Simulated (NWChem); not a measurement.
# Si₂H₅OCl; SMILES O[Si@@H]([SiH3])Cl

```xyz
9

O      1.9174     0.1019     0.3796
Si     0.4242     0.1296    -0.3812
Si    -0.6145    -1.9133     0.1004
Cl    -0.7962     1.6458     0.4016
H      2.4816     0.8819     0.2284
H      0.5635     0.4420    -1.8476
H     -0.7562    -2.0481     1.5908
H     -1.9795    -1.9203    -0.5312
H      0.1831    -3.0701    -0.4378
```
Atoms are numbered in this order, from 1.

Level: PBE-D3(BJ)/def2-SVP (NWChem), optimised geometry, unscaled harmonic frequencies. 

Problem. List the harmonic frequencies with IR intensities, and the thermochemistry.

Solution. 
```json
[
 {"frequency (cm⁻¹)": "101", "IR intensity (km/mol)": "0.5"},
 {"frequency (cm⁻¹)": "109", "IR intensity (km/mol)": "1.5"},
 {"frequency (cm⁻¹)": "171", "IR intensity (km/mol)": "5.2"},
 {"frequency (cm⁻¹)": "216", "IR intensity (km/mol)": "17.2"},
 {"frequency (cm⁻¹)": "294", "IR intensity (km/mol)": "95.0"},
 {"frequency (cm⁻¹)": "400", "IR intensity (km/mol)": "13.5"},
 {"frequency (cm⁻¹)": "491", "IR intensity (km/mol)": "45.8"},
 {"frequency (cm⁻¹)": "503", "IR intensity (km/mol)": "31.6"},
 {"frequency (cm⁻¹)": "536", "IR intensity (km/mol)": "53.3"},
 {"frequency (cm⁻¹)": "716", "IR intensity (km/mol)": "182.9"},
 {"frequency (cm⁻¹)": "791", "IR intensity (km/mol)": "160.3"},
 {"frequency (cm⁻¹)": "813", "IR intensity (km/mol)": "110.6"},
 {"frequency (cm⁻¹)": "832", "IR intensity (km/mol)": "130.4"},
 {"frequency (cm⁻¹)": "895", "IR intensity (km/mol)": "34.2"},
 {"frequency (cm⁻¹)": "900", "IR intensity (km/mol)": "34.3"},
 {"frequency (cm⁻¹)": "917", "IR intensity (km/mol)": "51.4"},
 {"frequency (cm⁻¹)": "2143", "IR intensity (km/mol)": "123.2"},
 {"frequency (cm⁻¹)": "2160", "IR intensity (km/mol)": "37.7"},
 {"frequency (cm⁻¹)": "2175", "IR intensity (km/mol)": "72.0"},
 {"frequency (cm⁻¹)": "2182", "IR intensity (km/mol)": "79.4"},
 {"frequency (cm⁻¹)": "3742", "IR intensity (km/mol)": "82.6"}
]
```

```yaml
zero_point_energy: 30.1 kcal/mol
thermal correction to the enthalpy at 298.15 K (with zero-point energy): 35.3 kcal/mol
heat capacity Cv: 24.6 cal/(mol K)
entropy at 298.15 K and 1 atm (symmetry number 1): 84.3 cal/(mol K)
dipole_moment: 1.48 D
```

Rigid rotor and harmonic oscillator.
